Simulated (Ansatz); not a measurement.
**C2H7BS: which of these isomers lies lowest?**

2 of its isomers, all singlets with charge 0: A = `CCBS`; B = `CB(C)S`.

Shapes, held fixed at every level: PBE0-D4/def2-TZVP. Flexible molecules stand in one conformer, not always the lowest. Programs: Ansatz 0.2.0.

A:

```xyz
11

C    -1.4045    0.4653    0.1357
C    -0.1781   -0.4430    0.2210
B     1.1831    0.3103    0.0886
S     2.5969   -0.2666   -0.8222
H    -1.4852    0.9304   -0.8499
H    -1.3502    1.2704    0.8721
H    -2.3284   -0.0900    0.3136
H    -0.1526   -0.9087    1.2188
H    -0.2637   -1.2735   -0.4874
H     1.3698    1.3570    0.6407
H     2.0783   -1.4086   -1.3102
```

B:

```xyz
11

C     0.0721    0.9720   -0.9073
B    -0.1661   -0.3033   -0.0288
C     0.4857   -0.4487    1.3903
S    -1.2091   -1.6605   -0.5725
H     1.1117    1.3090   -0.8474
H    -0.5299    1.7905   -0.4914
H    -0.2021    0.8686   -1.9586
H     0.1379   -1.3017    1.9755
H     1.5718   -0.5462    1.2715
H     0.3339    0.4620    1.9794
H    -1.5407   -1.1985   -1.7901
```

Electronic energies in kJ/mol, without zero-point or thermal terms.

```csv
level,kind,B − A
SPW92/def2-TZVPP,LDA,-59.9
PBE0-D4/def2-TZVPP,global hybrid,-58.0
wB97M-V/def2-TZVPP,range-separated hybrid,-57.8
wB97X-V/def2-TZVPP,range-separated hybrid,-55.4
MP2/def2-TZVPP,perturbation theory,-57.2
CCSD(T)/def2-SVP,coupled cluster or CI,-49.9
CCSD(T)/CBS estimate,coupled cluster or CI,-56.0
```

The highest level, CCSD(T)/CBS estimate, puts B lowest of these. All levels agree on that. The B − A difference spans -59.9 to -49.9 kJ/mol over the levels. The CBS estimate extrapolates MP2 from def2-TZVPP and def2-QZVPP and adds CCSD(T) − MP2 in the triple-zeta set, cores frozen.
